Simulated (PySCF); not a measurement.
SMILES CS[C@H]1CCCO1, C$_{5}$H$_{10}$OS

Molfile (atoms numbered from 1):
```
C5H10OS
     RDKit          3D

 17 17  0  0  0  0  0  0  0  0999 V2000
    2.7697   -0.0813    0.4058 C   0  0  0  0  0  0  0  0  0  0  0  0
    1.3702   -1.1073   -0.1109 S   0  0  0  0  0  0  0  0  0  0  0  0
    0.1972    0.2798   -0.4960 C   0  0  1  0  0  0  0  0  0  0  0  0
   -1.1444   -0.2945   -0.9277 C   0  0  0  0  0  0  0  0  0  0  0  0
   -1.8030   -0.5406    0.4288 C   0  0  0  0  0  0  0  0  0  0  0  0
   -1.2105    0.5779    1.2961 C   0  0  0  0  0  0  0  0  0  0  0  0
   -0.0438    1.0534    0.6296 O   0  0  0  0  0  0  0  0  0  0  0  0
    3.5061   -0.7404    0.8523 H   0  0  0  0  0  0  0  0  0  0  0  0
    3.1899    0.4211   -0.4620 H   0  0  0  0  0  0  0  0  0  0  0  0
    2.4108    0.6416    1.1331 H   0  0  0  0  0  0  0  0  0  0  0  0
    0.6984    0.8985   -1.2440 H   0  0  0  0  0  0  0  0  0  0  0  0
   -1.6921    0.4561   -1.5003 H   0  0  0  0  0  0  0  0  0  0  0  0
   -1.0340   -1.1981   -1.5211 H   0  0  0  0  0  0  0  0  0  0  0  0
   -1.5027   -1.5157    0.8114 H   0  0  0  0  0  0  0  0  0  0  0  0
   -2.8883   -0.4930    0.3889 H   0  0  0  0  0  0  0  0  0  0  0  0
   -0.9361    0.2271    2.2954 H   0  0  0  0  0  0  0  0  0  0  0  0
   -1.8943    1.4275    1.3973 H   0  0  0  0  0  0  0  0  0  0  0  0
  1  2  1  0
  2  3  1  0
  3  4  1  0
  4  5  1  0
  5  6  1  0
  6  7  1  0
  7  3  1  0
  1  8  1  0
  1  9  1  0
  1 10  1  0
  3 11  1  6
  4 12  1  0
  4 13  1  0
  5 14  1  0
  5 15  1  0
  6 16  1  0
  6 17  1  0
M  END
```

Method: GIAO PBE/pcSseg-1 magnetisability, rotational g tensor and spin-rotation constants, non-relativistic, gas phase in PySCF. Geometry: GFN2-xTB.

(1) How diamagnetic is it, and how anisotropic?

(2) Split it along the inertial axes a, b, c into diamagnetic and paramagnetic parts about the centre of mass, with the quadrupole moment.

(3) And the rotational g tensor?

Answers

(1) Isotropic -1333 × 10⁻³⁰ J/T², or -80.3 × 10⁻⁶ cm³/mol; principal values -1367, -1330, -1302 × 10⁻³⁰ J/T², anisotropy 57 × 10⁻³⁰ J/T² (root of half the summed squared differences of the principal values). The susceptibility is in cgs units.

(2) 
| axis | χ (10⁻⁶ cm³/mol) | diamagnetic (10⁻⁶ cm³/mol) | paramagnetic (10⁻⁶ cm³/mol) | summed x² of all electrons (Å²) | quadrupole Θ (D Å) |
| --- | --- | --- | --- | --- | --- |
| a | -81.9 | -407.3 | 325.5 | 169.7 | +5.88 |
| b | -78.9 | -869.7 | 790.8 | 60.7 | -5.29 |
| c | -80.0 | -977.4 | 897.3 | 35.3 | -0.59 |

Anisotropies 2χaa − χbb − χcc = -4.7 and 2χbb − χaa − χcc = +4.0 × 10⁻⁶ cm³/mol. Θ is traceless in Buckingham's convention.

(3) 
| axis | rotational constant (GHz) | g | nuclear part | electronic part |
| --- | --- | --- | --- | --- |
| a | 4.1453 | -0.0205 | 0.6133 | -0.6338 |
| b | 1.6210 | -0.0052 | 0.5970 | -0.6022 |
| c | 1.4095 | -0.0056 | 0.5886 | -0.5942 |

Asymmetric top; isotopes 12C, 1H, 16O, 32S; no vibrational averaging.
